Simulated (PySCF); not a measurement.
C4H4BFO.
Cartesian coordinates in Å at the PBE0-D3(BJ)/def2-SVP level; atoms count from 1:
```
atom  x, y, z in Å
F1    -2.8266    1.2669    0.8133
B2    -2.0736    0.1898    0.6149
C3    -0.5469    0.3191    0.6953
C4     0.4652   -0.6924    0.5169
C5     1.6630   -0.0748    0.6819
O6     1.4770    1.2430    0.9491
C7     0.1614    1.4693    0.9551
H8    -2.6456   -0.8503    0.3748
H9     0.3021   -1.7447    0.2934
H10    2.6956   -0.4108    0.6441
H11   -0.1523    2.4913    1.1576
```

The calculation used PBE0-D3(BJ)/def2-SVP geometry optimisation, gas phase (PySCF 2.14.0).

Take the most abundant isotopes and a rigid rotor. The values belong to one conformer with, in the numbering `[F:1][BH:2][c:3]1[cH:4][cH:5][o:6][cH:7]1`, F1–B2–C3–C4 180°.

(1) What are A, B and C (MHz)?

(2) Classify the top.

(3) What does the inertial defect say?

(4) List the rotational levels J(Ka,Kc) to J = 3 (K).

(5) Which lines would a microwave search look for?

(6) Estimate the classical rotational partition function at 10 K, 25 K and 298.15 K.

## Answers

(1) Ia = 63.62, Ib = 281.67, Ic = 345.29 u·Å²; 505379 MHz·u·Å²/I gives A = 7943, B = 1794, C = 1464 MHz.

(2) An asymmetric top: κ = (2 × 1794 − 7943 − 1464)/(7943 − 1464) = -0.90.

(3) Planar: Δ = Ic − Ia − Ib = 0.00 u·Å². For a rigid frame Δ = −2 Σ m c², so it vanishes when all atoms lie in the ab plane; here none is more than 0.01 Å from it.

(4) Above 0(0,0), as E/k:
J = 1: 1(0,1) 0.156, 1(1,1) 0.451, 1(1,0) 0.467
J = 2: 2(0,2) 0.468, 2(1,2) 0.748, 2(1,1) 0.796, 2(2,1) 1.681, 2(2,0) 1.682
J = 3: 3(0,3) 0.935, 3(1,3) 1.193, 3(1,2) 1.288, 3(2,2) 2.150, 3(2,1) 2.153, 3(3,1) 3.666, 3(3,0) 3.666
The levels of one J sum to (2J + 1)J(J + 1)(A + B + C)/3.

(5) The dipole components are |μa| = 1.51 D, |μb| = 0.37 D, |μc| = 0.00 D; the mirror of this Cs structure is the ab plane, so μc vanishes by symmetry and there are no c-type lines. Intensities carry the squares of the components, which stand as 1.00 : 0.06 (a : b). Some of the stronger lines:

```tsv
type	branch	J(Ka,Kc)	MHz	lower level (cm⁻¹)
a	Q	1(1,0) ← 1(1,1)	331	0.314
a	Q	2(1,1) ← 2(1,2)	992	0.520
a	Q	3(1,2) ← 3(1,3)	1983	0.829
a	R	1(0,1) ← 0(0,0)	3258	0.000
a	R	2(1,2) ← 1(1,1)	6185	0.314
a	R	2(0,2) ← 1(0,1)	6503	0.109
a	R	2(1,1) ← 1(1,0)	6846	0.325
a	R	3(1,3) ← 2(1,2)	9270	0.520
a	R	3(0,3) ← 2(0,2)	9722	0.326
a	R	3(2,2) ← 2(2,1)	9774	1.169
a	R	3(2,1) ← 2(2,0)	9825	1.169
a	R	3(1,2) ← 2(1,1)	10261	0.553
b	R	2(1,2) ← 1(0,1)	12334	0.109
b	Q	2(2,0) ← 2(1,1)	18460	0.553
b	Q	3(2,2) ← 3(1,3)	19943	0.829
```

(6) Point group Cs, symmetry number σ = 1; q = (√π/σ)·√((kT/h)³/(ABC)), k/h = 20836.6 MHz/K: 1170 at 10 K, 4610 at 25 K, 190000 at 298.15 K.

PBE0-D3(BJ)/def2-SVP frequencies: not computed here. No vibrational averaging or centrifugal distortion is included, and the geometry carries the error of its method. Quadrupole hyperfine structure (11B) is left out.
